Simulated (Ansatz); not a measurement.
Reaction (formal exchange of groups at the Si–Ge bond): `[SiH3][GeH2][B](Cl)Cl` + `[SiH3]Cl` → `[SiH3][SiH2]Cl` + `Cl[B](Cl)[GeH3]`

Gas-phase electronic energies from Ansatz, PBE0-D4/def2-TZVP geometries. CCSD(T)/CBS adds triple-zeta CCSD(T) − MP2 to the extrapolated MP2 energy (def2 sets, frozen cores). This one scheme is used for every species. DFT in def2-TZVPP. For Ge outer-core shells are correlated without core-valence functions, which leaves a few kJ/mol of doubt a bond. Scalar relativity is left out up to krypton. Each species was taken in one conformer, which may not be the lowest.

(1) Is it downhill or uphill in electronic energy at CCSD(T)/CBS, and by how much? (An estimate is asked.)

(2) What do these levels give: PBE-D4, r2SCAN-D4, PBE0-D4, r2SCAN, PBE0, HF/def2-TZVPP, MP2/def2-TZVPP, SCS-MP2/def2-TZVPP, CCSD(T)/def2-TZVPP, HF/def2-QZVPP, MP2/CBS(def2), CCSD/CBS(def2)? (An estimate is asked.)

Largest T1 diagnostic among the species: 0.013.

## Answers

(1) Computed: Uphill: ΔE = +0.27 eV.

(2) The calculation gave: PBE-D4 0.20, r2SCAN-D4 0.24, PBE0-D4 0.22, r2SCAN 0.23, PBE0 0.21, HF/def2-TZVPP 0.23, MP2/def2-TZVPP 0.31, SCS-MP2/def2-TZVPP 0.29, CCSD(T)/def2-TZVPP 0.26, HF/def2-QZVPP 0.22, MP2/CBS(def2) 0.32, CCSD/CBS(def2) 0.26 eV.

In def2-TZVPP, CCSD(T) changes the Hartree–Fock value by +0.04 eV (the triples alone add +0.01 eV) and MP2 by +0.09 eV.
